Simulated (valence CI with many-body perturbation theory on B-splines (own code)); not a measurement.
**E1 line list for Sr XXV**

Method: valence CI with perturbative core correlation (CI+MBPT): four valence electrons over a frozen Dirac-Fock core [Ne], a basis of 11 s, 11 p, 9 d, 7 f, 5 g, 2 h, 1 i functions for each j, with the one-electron correlation potential Σ1, the two-electron term Σ2, the three-electron term Σ3, Breit, model QED; selected CI, second order for the rest (own B-spline code, finite nucleus).

No measured levels were compared; by estimate levels of excited configurations hold to 0.05 to 0.15 % of their energy, terms of the ground configuration to about 0.5 %.

Lines 101 to 150 of 210 in falling wavelength, among levels below 206.96 eV, chosen from the strongest by gf and those to the six lowest levels. Wavelengths and rates use the calculated energies, so an error of 400 cm⁻¹ moves a line at 13.00 nm by 0.052 % and its rate by three times that or more. Electric multipoles are in the length gauge, E1 and E2 with the static RPA response of the core. Weak lines are less certain than strong ones. Lines between different terms over intervals too small for the method are left out, as are lines whose strength nearly cancels. Where a level lies close to another of its J and parity, the split of strength between their lines is uncertain. The highest levels of a list are the least certain.

Names give the largest LS component (configuration and term), which can be under half, so a name can repeat, a term be missing and a line seem to break the LS rules; names also repeat where a configuration has a term twice. Letters in brackets count levels of one name in rising energy.

| λ vac (nm) | Upper | Lower | A (s⁻¹) | S (a.u.) |
| --- | --- | --- | --- | --- |
| 13.00 | 3s 3p3 1P°_1 | 3s2 3p2 1D_2 | 6.21e+10 | 2.02e-01 |
| 13.00 | 3s 3p2 3d 5P_3 | 3s 3p3 3D°_3 | 6.58e+09 | 4.99e-02 |
| 12.94 | 3s 3p2 3d 3D_2 [c] | 3s2 3p 3d 3F°_2 [b] | 1.50e+10 | 8.01e-02 |
| 12.88 | 3s 3p2 3d 5P_2 | 3s 3p3 3D°_3 | 9.73e+09 | 5.13e-02 |
| 12.86 | 3s 3p2 3d 3F_2 [c] | 3s2 3p 3d 3F°_2 [b] | 8.68e+09 | 4.55e-02 |
| 12.85 | 3s 3p2 3d 3F_3 [a] | 3s 3p3 3D°_2 | 3.54e+09 | 2.59e-02 |
| 12.84 | 3s 3p2 3d 3D_3 [b] | 3s2 3p 3d 3F°_2 [a] | 3.07e+09 | 2.24e-02 |
| 12.82 | 3s 3p3 3P°_1 | 3s2 3p2 3P_0 | 4.63e+09 | 1.44e-02 |
| 12.79 | 3s 3p2 3d 3F_3 [c] | 3s2 3p 3d 3F°_2 [b] | 2.06e+09 | 1.49e-02 |
| 12.77 | 3s 3p2 3d 3P_2 | 3s 3p3 3D°_3 | 2.12e+10 | 1.09e-01 |
| 12.75 | 3s2 3p 3d 3F°_3 | 3s2 3p2 3P_2 | 8.90e+09 | 6.37e-02 |
| 12.68 | 3s 3p2 3d 5F_3 | 3s 3p3 5S°_2 | 3.90e+09 | 2.75e-02 |
| 12.66 | 3s2 3p 3d 3F°_2 [b] | 3s2 3p2 3P_1 | 5.17e+09 | 2.59e-02 |
| 12.64 | 3s 3p3 3S°_1 | 3s2 3p2 3P_1 | 2.90e+10 | 8.67e-02 |
| 12.35 | 3s 3p2 3d 3D_2 [c] | 3s2 3p 3d 3F°_2 [a] | 3.31e+10 | 1.54e-01 |
| 12.32 | 3s 3p2 3d 5P_2 | 3s 3p3 3D°_2 | 6.27e+09 | 2.90e-02 |
| 12.30 | 3s 3p2 3d 3D_1 [a] | 3s 3p3 1D°_2 | 6.27e+09 | 1.73e-02 |
| 12.29 | 3s2 3p 3d 3D°_2 | 3s2 3p2 1D_2 | 1.32e+10 | 6.07e-02 |
| 12.25 | 3s 3p2 3d 3P_1 [a] | 3s 3p3 5S°_2 | 8.12e+08 | 2.21e-03 |
| 12.23 | 3s 3p2 3d 3P_2 | 3s 3p3 3D°_2 | 3.24e+10 | 1.46e-01 |
| 12.22 | 3s 3p2 3d 3F_3 [b] | 3s 3p3 1D°_2 | 2.90e+10 | 1.83e-01 |
| 12.12 | 3s2 3p 3d 3D°_3 | 3s2 3p2 1D_2 | 1.53e+10 | 9.40e-02 |
| 12.01 | 3s 3p2 3d 3D_1 [b] | 3s 3p3 1D°_2 | 4.20e+10 | 1.08e-01 |
| 12.00 | 3s 3p2 3d 3F_2 [b] | 3s 3p3 3D°_3 | 1.37e+10 | 5.83e-02 |
| 12.00 | 3s 3p2 3d 5D_2 | 3s 3p3 5S°_2 | 4.11e+09 | 1.75e-02 |
| 11.97 | 3s 3p2 3d 3P_2 | 3s 3p3 3D°_1 | 1.87e+10 | 7.90e-02 |
| 11.95 | 3s2 3p 3d 3P°_1 | 3s2 3p2 1D_2 | 4.37e+10 | 1.11e-01 |
| 11.86 | 3s 3p2 3d 5D_3 | 3s 3p3 5S°_2 | 8.29e+09 | 4.78e-02 |
| 11.83 | 3s2 3p 3d 3P°_2 [a] | 3s2 3p2 3P_2 | 3.94e+10 | 1.61e-01 |
| 11.81 | 3s 3p2 3d 3P_0 [c] | 3s 3p3 3P°_1 | 9.43e+10 | 7.68e-02 |
| 11.77 | 3s2 3p 3d 3D°_1 | 3s2 3p2 3P_2 | 4.94e+09 | 1.19e-02 |
| 11.77 | 3s 3p2 3d 3D_1 [c] | 3s 3p3 3P°_0 | 3.61e+10 | 8.72e-02 |
| 11.76 | 3s 3p2 3d 3D_2 [b] | 3s 3p3 3P°_1 | 6.43e+10 | 2.58e-01 |
| 11.74 | 3s 3p2 3d 5D_1 | 3s 3p3 5S°_2 | 9.46e+08 | 2.27e-03 |
| 11.73 | 3s 3p2 3d 3D_3 [b] | 3s 3p3 1D°_2 | 4.85e+09 | 2.70e-02 |
| 11.72 | 3s2 3p 3d 3P°_2 [b] | 3s2 3p2 1D_2 | 1.05e+11 | 4.16e-01 |
| 11.70 | 3p4 1D_2 | 3s 3p3 5S°_2 | 1.81e+09 | 7.17e-03 |
| 11.64 | 3s 3p2 3d 3P_1 [c] | 3s 3p3 3P°_1 | 3.90e+10 | 9.09e-02 |
| 11.55 | 3s 3p2 3d 3G_4 | 3s 3p3 3D°_3 | 4.54e+09 | 3.10e-02 |
| 11.52 | 3s 3p2 3d 3F_2 [b] | 3s 3p3 3D°_2 | 4.61e+09 | 1.74e-02 |
| 11.48 | 3s 3p2 3d 3P_1 [c] | 3s 3p3 3P°_0 | 2.90e+10 | 6.50e-02 |
| 11.47 | 3s 3p2 3d 3D_3 [a] | 3s 3p3 3D°_3 | 2.73e+10 | 1.43e-01 |
| 11.47 | 3s2 3p 3d 1P°_1 | 3s2 3p2 1S_0 | 1.15e+11 | 2.58e-01 |
| 11.44 | 3s 3p2 3d 3F_2 [a] | 3s 3p3 5S°_2 | 3.23e+09 | 1.19e-02 |
| 11.43 | 3s2 3p 3d 3P°_2 [a] | 3s2 3p2 3P_1 | 6.16e+10 | 2.27e-01 |
| 11.38 | 3s2 3p 3d 3D°_1 | 3s2 3p2 3P_1 | 6.34e+09 | 1.38e-02 |
| 11.36 | 3s 3p2 3d 3F_2 [c] | 3s 3p3 3P°_1 | 4.26e+09 | 1.54e-02 |
| 11.35 | 3s 3p2 3d 3P_1 [b] | 3s 3p3 3D°_1 | 7.12e+10 | 1.54e-01 |
| 11.33 | 3s 3p2 3d 1G_4 | 3s 3p3 3D°_3 | 1.28e+10 | 8.29e-02 |
| 11.32 | 3s 3p2 3d 3D_2 [c] | 3s 3p3 1D°_2 | 1.43e+10 | 5.13e-02 |
